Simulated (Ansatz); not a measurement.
Reading a saddle point

A first-order saddle point of BHBrCl₃, closed shell, PBE0-D4/def2-TZVP, with one imaginary mode of 669i cm⁻¹:

```
6
angstrom
B -0.4312 -0.2641 -0.1770
Cl 0.9460 0.8200 -1.1243
Cl -0.3096 -1.9630 -0.6246
Cl -2.0010 0.5325 -0.2275
H 1.2553 0.7885 0.3918
Br 0.5407 0.0862 1.7614
```

Computed with Ansatz 0.2.0 (basis: def2-TZVPP and def2-QZVPP); correlated methods freeze the cores. Filled d shells of the heavier atoms are correlated. The def2 sets are not built for correlating such inner shells, so the correlated values are less sure here. Extrapolation: Hartree–Fock as exp(−7.88 √X), correlation as X^−2.97.

Q: Which contacts change along the imaginary mode, and what lies on either side? (A judgement: the text doesn't fix the answer.)

A: By the calculation: The step is BCl₃ ([Cl][B]([Cl])[Cl]) + HBr → BBrCl₂ ([Cl][B]([Cl])[Br]) + HCl, with the molecules in contact on both sides. Shortening one way: B1–Br6, Cl2–H5; lengthening the same way: B1–Cl2, H5–Br6.
```csv
pair,one side (Å),saddle (Å),other side (Å)
B1–Br6,3.66,2.20,1.91
Cl2–H5,3.38,1.55,1.28
B1–Cl2,1.74,1.99,3.58
H5–Br6,1.42,1.70,2.96
```

Q: Which side is lower, and how far does the saddle lie above each? (To be estimated.)

A: Computed: The side with B1–Cl2, H5–Br6 short is lower by 0.077 eV; the saddle lies 1.128 eV above it and 1.051 eV above the other (CCSD(T) at an estimated basis limit (MP2 extrapolated from triple and quadruple zeta, plus CCSD(T) − MP2 in triple zeta); electronic energies).

The T1 diagnostic stays at or below 0.010.

Labels in which every atom is bracketed show which atoms are joined, not bond orders.

For scale, one of the runs: CCSD(T)/def2-TZVPP, 219 basis functions, launched by `ansatz run in.yaml --threads 8 --pin off --events-out ev --progress --plain --max-ram 19148MiB`. Hardware: 8 CPU threads of an Arm Neoverse V1, shared host. Wall time 79 s; peak host memory 3.2 GiB.
